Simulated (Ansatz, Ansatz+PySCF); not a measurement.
```xyz
2

N     0.0000    0.0000   -0.6397
O     0.0000    0.0000    0.5598
```

Basis set: STO-3G (spherical functions). Correlated methods keep 2 orbitals frozen. Correlation on ROHF uses semicanonical orbitals with singles. Charge 0, multiplicity 2.

Computed with Ansatz (development build ahead of 0.2.0); each method stands on the lowest determinant of its kind that the runs found.

(1) Give the atomization energy at this shape (free ground-state atoms in the same class of orbitals less the molecule, no zero-point energy) of doublet NO by PBE0 (unrestricted), ROHF-CCSD(T), ROHF-MP2, UHF-MP2, UHF, ROHF.

## Answers

(1)

```csv
method,atomization energy
PBE0 (unrestricted),535.7 kJ/mol
ROHF-CCSD(T),391.8 kJ/mol
ROHF-MP2,366.1 kJ/mol
UHF-MP2,247.1 kJ/mol
UHF,52.4 kJ/mol
ROHF,14.3 kJ/mol
```

Caution for UHF-MP2: another reference gives a lower total; the determinant may break the point group. Caution for UHF-MP2, UHF: the unrestricted determinant is spin contaminated.

This basis has no polarisation functions and is too small for such energies, which can lie far from measured ones in either direction.
